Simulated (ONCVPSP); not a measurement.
# O: excitation energies, all-electron against ONCV

ONCVPSP 4.0.1 input, shortened (lines: element, Z, core and valence counts, functional; n l f; lmax; l rc ep ncon nbas qcut; lloc lpopt rc5 dvloc0; l nproj debl; icmod fcfact rcfact), PBEsol, scalar-relativistic:

```
  O 8.00    1    2  -116133      upf
    1    0    2.00
    2    0    2.00
    2    1    4.00
    1
    0    0.60    0.00    4    7    9.60
    1    1.72    0.00    3    6    9.70
    4    5    0.45    0.00
    0    2    1.20
    1    2    2.30
    1    0.15    0.00
```

Energies are relative to the spin-unpolarised reference configuration 2s2 2p4; without spin polarisation the order of configurations can differ from experiment.

| valence configuration | charge | ΔE all-electron (eV) | error AE − PS (meV) |
| --- | --- | --- | --- |
| 2s2 2p3 | +1 | 16.360 | +43 |
| 2s2 2p1 | +3 | 103.544 | +1230 |

Question: What are ΔE and the potential's error for 2s2 2p2?

Answer: ΔE = 49.837 eV all-electron; the error (AE − PS) is +329 meV.

Question: What are ΔE and the potential's error for 2s2 2p3.5?

Answer: ΔE = 6.254 eV all-electron; the error (AE − PS) is +6.9 meV.

Note: ghosts flagged at negative energy: s at -397.8 eV; GHOST(+) flags only above 600 eV. A true bound ghost makes a file unfit for plane-wave use.
